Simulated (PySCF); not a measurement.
**Working out the ionisation energy of Nb**

Nb [Kr] 4d4 5s1 (6D) → Nb⁺ [Kr] 4d4 (5D). All numbers are calculated (PySCF 2.14, a scalar-relativistic core potential, in cc-pVDZ-PP with ECP28MDF (4s4p3d1f, 38 functions)). Frozen: 4s2 4p6. Energies in hartree (1 hartree = 27.21139 eV):

| part | Nb (lower) | Nb⁺ (upper) |
| --- | --- | --- |
| UHF | -56.147377 | -55.926941 |
| MP2 opposite-spin | 0.000000 | 0.000000 |
| MP2 same-spin | -0.038989 | -0.025488 |

Task: What does Hartree-Fock give?

Result: (-55.926941) − (-56.147377) = 0.220436 hartree = 5.998 eV.

Task: What do MP2 and SCS-MP2 (6/5 opposite-spin, 1/3 same-spin) give?

Result: The opposite-spin parts differ by 0.000 eV and the same-spin parts by 0.367 eV. MP2: 5.998 + (0.000) + (0.367) = 6.365 eV. SCS-MP2: 5.998 + 1.2 × (0.000) + (0.367)/3 = 6.120 eV.

Measured between the centres of the two terms (NIST): 6.776 eV, so MP2 (valence) is off by -0.411 eV.

A double-zeta basis recovers only part of the correlation energy.

What remains against the reference includes basis incompleteness, the frozen core and correlation beyond second order.
